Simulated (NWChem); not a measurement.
C3H7NSi; SMILES CC1=NC[SiH2]1

```xyz
12

C      0.3806     2.1770    -0.0002
C      0.0036     0.7342    -0.0001
N     -1.2292     0.3107     0.0000
C     -1.1174    -1.1797     0.0011
Si     0.7962    -0.9998    -0.0009
H     -0.5294     2.8098     0.0017
H      0.9996     2.4223     0.8885
H      0.9960     2.4229    -0.8912
H     -1.6056    -1.6228    -0.8924
H     -1.6032    -1.6208     0.8969
H      1.5711    -1.4382    -1.2210
H      1.5756    -1.4400     1.2157
```
Atoms are numbered in this order, from 1.

All runs: NWChem. All runs use the structure optimised with PBE-D3(BJ)/def2-SVP. Not confirmed as a minimum by frequencies. Level: M05-2X/def2-SVP with SMD (1 M gas to 1 M solution), gas-phase geometry. Reactions with the solvent are ignored.

```csv
solvent,dielectric constant,solvation free energy (kcal/mol),cavity-dispersion-structure term (kcal/mol),dipole in solution (D)
water,78.4,-1.8,2.6,2.43
toluene,2.37,-2.8,-0.4,…
chloroform,4.71,-3.9,-0.5,2.24
ethylene glycol,40.2,-1.7,2.7,2.42
cyclohexanone,15.6,-3.2,1.0,2.38
```

Q: Some entries are withheld; supply them.

A: 
- toluene, dipole in solution (D): 2.07
